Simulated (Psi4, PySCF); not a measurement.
The PySCF input:
```python
from pyscf import gto, scf, mp

mol = gto.M(
    atom='''
C     0.861223   -1.135359    0.294930
C     0.097980   -0.117486    0.032667
C    -1.358386   -0.214953   -0.312973
O     0.526823    1.202057    0.036484
H     1.861822   -1.378088    0.555905
H    -1.680243   -1.250959   -0.312373
H    -1.939109    0.351342    0.412278
H    -1.525120    0.221738   -1.295531
H     1.463159    1.246301    0.260103
''',
    basis='6-31g*',
    charge=0,
    spin=1,
    verbose=4,
)

mf = scf.UHF(mol)
mf.kernel()

pt = mp.MP2(mf, frozen=4)
pt.kernel()
print('E(MP2) = %.10f' % pt.e_tot)
```

**Question.** Convert this to an input for Psi4.

**Answer.** One answer among several that fit: 
```
memory 2 GB

molecule {
0 2
  C     0.86122322   -1.13535914    0.29492985
  C     0.09798036   -0.11748608    0.03266726
  C    -1.35838595   -0.21495342   -0.31297309
  O     0.52682308    1.20205721    0.03648412
  H     1.86182228   -1.37808805    0.55590500
  H    -1.68024337   -1.25095872   -0.31237308
  H    -1.93910884    0.35134192    0.41227830
  H    -1.52511972    0.22173818   -1.29553065
  H     1.46315923    1.24630078    0.26010331
}

set basis 6-31g*
set reference uhf
set freeze_core true
set mp2_type conv
set scf_type pk
set puream true
set d_convergence 1e-8

energy('mp2')
print_variables()
```

Both were run: PySCF gave -191.801483 Eh and Psi4 -191.801483 Eh, 0.000 mEh apart.
